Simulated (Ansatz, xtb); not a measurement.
**Relative energy of two isomers of C2H6GeO**

Structure X: `O/C=[CH]/[GeH3]`, a singlet. Structure Y: `O/C=[CH]\[GeH3]`, a singlet. Both are isolated molecules in the gas phase, relaxed with B3LYP/def2-SVP; the shapes shown needn't be the lowest conformers.

X (Å):

```yaml
atoms:
  - { symbol: C, position_ang: [-1.1765, 1.1199, -0.9765] }
  - { symbol: C, position_ang: [-1.0612, 1.3770, 0.3375] }
  - { symbol: Ge, position_ang: [-0.5329, 0.0270, 1.6243] }
  - { symbol: O, position_ang: [-1.5355, 1.9834, -1.9508] }
  - { symbol: H, position_ang: [-1.7072, 2.8534, -1.5604] }
  - { symbol: H, position_ang: [-0.9787, 0.1295, -1.4023] }
  - { symbol: H, position_ang: [-1.2751, 2.3932, 0.6963] }
  - { symbol: H, position_ang: [-1.6304, -0.1865, 2.6917] }
  - { symbol: H, position_ang: [-0.2918, -1.3013, 0.8754] }
  - { symbol: H, position_ang: [0.7637, 0.4348, 2.3604] }
```

Y (Å):

```json
{"atom": "C", "x (Å)": "-0.8671", "y (Å)": "1.8752", "z (Å)": "-0.6420"}
{"atom": "C", "x (Å)": "-0.1364", "y (Å)": "1.0608", "z (Å)": "0.1300"}
{"atom": "Ge", "x (Å)": "-0.9165", "y (Å)": "-0.2502", "z (Å)": "1.3401"}
{"atom": "O", "x (Å)": "-2.2262", "y (Å)": "1.8498", "z (Å)": "-0.6411"}
{"atom": "H", "x (Å)": "-2.5723", "y (Å)": "2.5052", "z (Å)": "-1.2579"}
{"atom": "H", "x (Å)": "-0.4085", "y (Å)": "2.6094", "z (Å)": "-1.3192"}
{"atom": "H", "x (Å)": "0.9506", "y (Å)": "1.1533", "z (Å)": "0.0619"}
{"atom": "H", "x (Å)": "-1.8072", "y (Å)": "0.4226", "z (Å)": "2.4071"}
{"atom": "H", "x (Å)": "-1.7754", "y (Å)": "-1.2836", "z (Å)": "0.5792"}
{"atom": "H", "x (Å)": "0.2326", "y (Å)": "-0.9945", "z (Å)": "2.0547"}
```

Quicker runs give these differences E(Y) − E(X): GFN2-xTB +2.08 kcal/mol; HF/STO-3G +1.61 kcal/mol (at GFN2-xTB geometries); r2SCAN-D4/def2-SVP +1.38 kcal/mol (at GFN2-xTB geometries).

Problem. Estimate E(Y) − E(X) at the level CCSD(T)/def2-SVP + ΔMP2/def2-TZVPP.

Solution. Too close to call at this level: CCSD(T)/def2-SVP + ΔMP2/def2-TZVPP gives E(Y) − E(X) = +1.26 kcal/mol.

How the difference moves with the method:

```tsv
level	geometry	E(Y) − E(X) (kcal/mol)	departure from the last row (kcal/mol)	job, with rough time for the two
GFN2-xTB	GFN2-xTB	+2.08	+0.82	optimisation, 0.14 s
HF/STO-3G	GFN2-xTB	+1.61	+0.35	single point, 0.46 s
r2SCAN-D4/def2-SVP	GFN2-xTB	+1.38	+0.11	single point, 2.9 s
B3LYP/def2-SVP	B3LYP/def2-SVP	+1.51	+0.25	optimisation, 97 s
HF/def2-SVP	B3LYP/def2-SVP	+1.58	+0.32	part of the CCSD(T) run
MP2/def2-SVP	B3LYP/def2-SVP	+1.35	+0.09	part of the CCSD(T) run
CCSD(T)/def2-SVP	B3LYP/def2-SVP	+1.08	−0.18	single point
CCSD(T)/def2-SVP + ΔMP2/def2-TZVPP	B3LYP/def2-SVP	+1.26		single point, 23 s
```

As drawn, both hold the same kinds of bond in the same numbers.

The largest departure from CCSD(T)/def2-SVP + ΔMP2/def2-TZVPP is that of GFN2-xTB, 0.82 kcal/mol. The last row adds to CCSD(T) the change of the MP2 difference between the two basis sets, here +0.18 kcal/mol.

With harmonic frequencies from B3LYP/def2-SVP (ideal gas, rigid rotor, one conformer each, 298.15 K, 1 atm): on the last row, ΔE + ΔZPE = +1.06, ΔH = +1.15, ΔG = +0.72 kcal/mol.

The correlated steps freeze 12 core orbitals; the filled d shell of Ge is correlated, in a basis made for valence electrons. Codes used: Ansatz 0.2.0, xtb 6.7.1; the last row on 2 threads of Intel(R) Xeon(R) 6975P-C (Granite Rapids) on a shared host.
